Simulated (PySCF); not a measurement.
These are M06-2X/def2-TZVP in PySCF values and carry that method's errors. Gas-phase values, no solvent. Excitations are Tamm–Dancoff values on a coarser integration grid. The basis has no diffuse functions, so Rydberg states are missing or too high.

Reference species (SMILES): `[CH3][In]([CH3])[CH3]` (neutral, multiplicity 1).

```
Quantity                                       Result
-------------------------------------------  --------
LUMO                                         -0.52 eV
S1 oscillator strength                          0.000
S1 excitation (TDA)                           4.67 eV
brightest of the four lowest singlets (TDA)   6.41 eV
```

Changed species: `[CH3][InH][CH3]` (1 of 3 CH3 replaced by H; the reference has 0 of 3 CH3 replaced by H).

### Question
Predict the effect on the LUMO, S1 oscillator strength, S1 excitation (TDA) and brightest of the four lowest singlets (TDA).

### Answer
the LUMO falls by 0.30 eV, to -0.82 eV; the S1 oscillator strength is nearly the same; the S1 excitation (TDA) drops by 0.13 eV, to 4.54 eV; the brightest of the four lowest singlets (TDA) rises by 0.19 eV, to 6.60 eV.
